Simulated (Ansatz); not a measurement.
Total energies of ClFGeH3NO (`[NH2][Ge]([OH])([F])[Cl]`).

Cartesian coordinates in Å:
```
N -1.328 0.455 0.410
Ge 0.236 -0.319 0.003
O 1.516 0.786 0.431
F 0.324 -1.768 0.926
Cl 0.551 -0.969 -2.015
H -1.494 1.347 -0.033
H -2.138 -0.140 0.321
H 2.333 0.608 -0.043
```

Total charge 0; spin multiplicity 1. Correlated methods include outer-core shells of Ge, which these sets cover unevenly. Scalar relativity is left out up to krypton. All single points use the PBE0-D4/def2-TZVP geometry. It is one conformer, not always the lowest. Basis def2-TZVPP, the Gaussian-basis code of Ansatz.

RPA on PBE orbitals: Hartree–Fock energy of these orbitals -2765.55295 Eh, correlation -1.73977 Eh (frozen core).

```json
{"functional": "BHLYP", "energy without D4 (Eh)": "-2768.96311", "D4 term (kJ/mol)": "-24.0"}
{"functional": "LC-ωPBE", "energy without D4 (Eh)": "-2768.56215", "D4 term (kJ/mol)": "–"}
```

Problem. Give the same for LDA (SPW92), PBE, revPBE, BLYP, r2SCAN, B97M-V, PBE0, B3LYP, r2SCANh, r2SCAN0, HSE06 (plane-wave form), CAM-B3LYP, ωB97X-V, ωB97M-V, B2PLYP, PBE-QIDH. (Estimate.)

Solution. Ansatz gave: 
```json
{"functional": "LDA (SPW92)", "energy without D4 (Eh)": "-2762.82266", "D4 term (kJ/mol)": "–"}
{"functional": "PBE", "energy without D4 (Eh)": "-2768.34497", "D4 term (kJ/mol)": "-18.4"}
{"functional": "revPBE", "energy without D4 (Eh)": "-2768.75984", "D4 term (kJ/mol)": "-50.9"}
{"functional": "BLYP", "energy without D4 (Eh)": "-2769.10091", "D4 term (kJ/mol)": "-39.9"}
{"functional": "r2SCAN", "energy without D4 (Eh)": "-2768.94595", "D4 term (kJ/mol)": "-4.3"}
{"functional": "B97M-V", "energy without D4 (Eh)": "-2768.51260", "D4 term (kJ/mol)": "–"}
{"functional": "PBE0", "energy without D4 (Eh)": "-2768.43752", "D4 term (kJ/mol)": "-15.6"}
{"functional": "B3LYP", "energy without D4 (Eh)": "-2769.14618", "D4 term (kJ/mol)": "-29.8"}
{"functional": "r2SCANh", "energy without D4 (Eh)": "-2768.92296", "D4 term (kJ/mol)": "-4.6"}
{"functional": "r2SCAN0", "energy without D4 (Eh)": "-2768.89023", "D4 term (kJ/mol)": "-5.2"}
{"functional": "HSE06 (plane-wave form)", "energy without D4 (Eh)": "-2768.42073", "D4 term (kJ/mol)": "-14.6"}
{"functional": "CAM-B3LYP", "energy without D4 (Eh)": "-2769.15641", "D4 term (kJ/mol)": "-15.9"}
{"functional": "ωB97X-V", "energy without D4 (Eh)": "-2768.75431", "D4 term (kJ/mol)": "–"}
{"functional": "ωB97M-V", "energy without D4 (Eh)": "-2768.88847", "D4 term (kJ/mol)": "–"}
{"functional": "B2PLYP", "energy without D4 (Eh)": "-2768.45313", "D4 term (kJ/mol)": "–"}
{"functional": "PBE-QIDH", "energy without D4 (Eh)": "-2768.00581", "D4 term (kJ/mol)": "–"}
```

B3LYP takes the VWN-RPA correlation (the form of Gaussian; ORCA's B3LYP/G). HSE06 is the plane-wave form, built on full-range PBE exchange. The double hybrids freeze the cores in their second-order part.

LC-ωPBE has ω = 0.4 bohr⁻¹.
